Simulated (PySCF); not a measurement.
(2S)-1-bromo-2-fluoropropane (C3H6BrF), SMILES C[C@H](F)CBr.

Geometry optimised at B3LYP-D3(BJ)/def2-SVP. The values are those of a single conformer.

Level of theory: B3LYP/def2-TZVP (PySCF).

Computed frontier levels, gap, dipole moment and polarisability:
```yaml
highest_occupied_level: -7.91 eV
lowest_empty_level: -0.57 eV
orbital_gap: 7.34 eV
dipole_moment: 0.53 D
quadrupole, principal values (traceless, Buckingham form, about the centre of nuclear charge): -8.09, 3.21, 4.88 D·Å
mean_static_polarisability: 57.2 bohr³ (8.47 Å³)
polarisability_principal_values: 48.4, 53.7, 69.4 bohr³
```
